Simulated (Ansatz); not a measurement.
`O[Si](F)([SiH3])Cl` → `O[Si]F` + `[SiH3]Cl` at 298.15 K and 1 bar (silylene formation by 1,1-elimination).

Program: Ansatz. Geometries: PBE0-D4/def2-TZVP. ΔE: electronic, gas phase. CCSD(T)/CBS adds triple-zeta CCSD(T) − MP2 to the extrapolated MP2 energy (def2 sets, frozen cores). This one scheme is used for every species. Each species was taken in one conformer, which may not be the lowest.

```json
{"species": "`O[Si](F)([SiH3])Cl`", "CCSD(T)/CBS energy (Eh)": "-1215.48049", "H − E (kJ/mol)": "139.9", "S (J/(mol·K))": "371.8"}
{"species": "`O[Si]F`", "CCSD(T)/CBS energy (Eh)": "-464.72778", "H − E (kJ/mol)": "54.9", "S (J/(mol·K))": "266.8"}
{"species": "`[SiH3]Cl`", "CCSD(T)/CBS energy (Eh)": "-750.69636", "H − E (kJ/mol)": "80.1", "S (J/(mol·K))": "250.8"}
```

H − E and S are ideal-gas, rigid-rotor, harmonic terms from PBE0-D4/def2-TZVP, for one conformer and one mirror image of each species. 1 Eh = 2625.50 kJ/mol, R = 8.31446 J/(mol·K).

**Question.** By hand: ΔE, ΔH, ΔS and ΔG.

**Answer.** ΔE = (-464.72778) + (-750.69636) − (-1215.48049) = 0.05635 Eh = 147.9 kJ/mol. Δ(H − E) = 54.9 + 80.1 − 139.9 = -4.9, so ΔH = 143.0 kJ/mol. ΔS = 266.8 + 250.8 − 371.8 = 145.8 J/(mol·K). ΔG = 143.0 − 298.15 × (145.8)/1000 = 99.5 kJ/mol.

**Question.** By hand: the equilibrium constant, and the temperature at which ΔG would vanish if ΔH and ΔS stayed fixed.

**Answer.** log₁₀ K = −ΔG/(RT ln 10) = -17.4. ΔG = 0 at ΔH/ΔS = 981 K.

The number of gas molecules changes by +1, which sets the sign of ΔS. A doubt of 5 kJ/mol in ΔE shifts log₁₀ K by 0.9 here. Other conformers and mirror images would add mixing entropy, several J/(mol·K) or more a flexible species. These are equilibria of isolated gas molecules and say nothing of rates. Largest T1 diagnostic: 0.015 (customary marks: 0.02 for closed shells, 0.045 for open ones).
